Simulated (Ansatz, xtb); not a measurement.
## Two isomers of C4H7FOS

Structure I is `F[C@@H]1CC[C@@H](S)O1`, a singlet and structure II is `F[C@@H]1CO[C@@H](S)C1`, a singlet. Both are isolated molecules in the gas phase, relaxed with B3LYP/def2-SVP; each stands in its lowest conformer found.

Question: Which of the two would you expect CCSD(T)/def2-SVP + ΔMP2/def2-TZVPP electronic energies to favour?

Answer: Structure I; the calculation gives E(II) − E(I) = +36.1 kJ/mol.

How the difference moves with the method:

| level | geometry | E(II) − E(I) (kJ/mol) | departure from the last row (kJ/mol) | job, with rough time for the two |
| --- | --- | --- | --- | --- |
| GFN2-xTB | GFN2-xTB | +23.4 | −12.7 | optimisation, 0.29 s |
| HF/STO-3G | GFN2-xTB | +24.9 | −11.2 | single point, 0.64 s |
| r2SCAN-D4/def2-SVP | GFN2-xTB | +42.2 | +6.1 | single point, 6.6 s |
| B3LYP/def2-SVP | B3LYP/def2-SVP | +37.8 | +1.7 | optimisation, 1.8 min |
| HF/def2-SVP | B3LYP/def2-SVP | +41.5 | +5.4 | part of the CCSD(T) run |
| MP2/def2-SVP | B3LYP/def2-SVP | +45.6 | +9.5 | part of the CCSD(T) run |
| CCSD(T)/def2-SVP | B3LYP/def2-SVP | +43.0 | +6.9 | single point |
| CCSD(T)/def2-SVP + ΔMP2/def2-TZVPP | B3LYP/def2-SVP | +36.1 |  | single point, 2.4 min |

As drawn, both hold the same kinds of bond in the same numbers.

None of the levels shown reverses the order. The largest departure from CCSD(T)/def2-SVP + ΔMP2/def2-TZVPP is that of GFN2-xTB, 12.7 kJ/mol. The last row adds to CCSD(T) the change of the MP2 difference between the two basis sets, here −6.9 kJ/mol.

With thermal terms from frequencies at re-optimised GFN2-xTB minima (ideal gas, soft modes damped towards free rotors, one conformer each, 298.15 K, 1 atm): the zero-point term adds −0.2 kJ/mol; ΔH is +36.0 and ΔG +35.6 kJ/mol.

The correlated steps freeze 11 core orbitals. Programs: Ansatz 0.2.0, xtb 6.7.1; the last row on 2 threads of Arm Neoverse V1 on a shared host.
